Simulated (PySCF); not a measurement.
## Working out the ionisation energy of Ne⁺

Ne⁺ [He] 2s2 2p5 (2P) → Ne²⁺ [He] 2s2 2p4 (3P). All numbers are calculated (PySCF 2.14, the spin-free X2C one-electron Hamiltonian (Gaussian nucleus), in aug-cc-pVDZ-DK). Frozen: 1s2. Energies in hartree (1 hartree = 27.21139 eV):

| part | Ne⁺ (lower) | Ne²⁺ (upper) |
| --- | --- | --- |
| UHF | -127.904092 | -126.459842 |
| MP2 opposite-spin | -0.106576 | -0.074474 |
| MP2 same-spin | -0.035662 | -0.023187 |

Task: What does Hartree-Fock give?

Result: (-126.459842) − (-127.904092) = 1.444250 hartree = 39.300 eV.

Task: What do MP2 and SCS-MP2 (6/5 opposite-spin, 1/3 same-spin) give?

Result: The opposite-spin parts differ by 0.874 eV and the same-spin parts by 0.339 eV. MP2: 39.300 + (0.874) + (0.339) = 40.513 eV. SCS-MP2: 39.300 + 1.2 × (0.874) + (0.339)/3 = 40.462 eV.

A first-order spin-orbit estimate adds -0.004 eV to MP2 (valence), giving 40.509 eV against 40.963 eV (measured; NIST Atomic Spectra Database, ionization energies).

A double-zeta basis recovers only part of the correlation energy.

What remains against the reference includes basis incompleteness, the frozen core and correlation beyond second order.
